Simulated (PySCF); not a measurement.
How methods differ on the excitation energy of Hg

Hg [Xe] 4f14 5d10 6s2 (1S) → Hg [Xe] 4f14 5d10 6s1 6p1 (3P), as a difference of total energies. Computed with PySCF 2.14 in x2c-TZVPPall with one added diffuse shell each of s, p, d, f type (12s8p8d4f1g, 113 functions), with the spin-free X2C one-electron Hamiltonian (Gaussian nucleus). Correlated levels: valence: [Xe] 4f14 frozen; valence and next inner shell: [Kr] 4d10 4f14 frozen. The calculations carry no spin-orbit coupling.

```tsv
method	excitation energy (cm⁻¹)
UHF	29630
LDA	44960
PBE	42860
PBE0	40377
r2SCAN	41458
BP86	43503
M06	44114
TPSSh	41188
MP2 (valence)	42668
SCS-MP2 (valence)	43024
MP2 (valence and next inner shell)	43622
SCS-MP2 (valence and next inner shell)	43607
```

A first-order spin-orbit estimate (lowest level to lowest level, LS coupling) adds -0.461 eV.
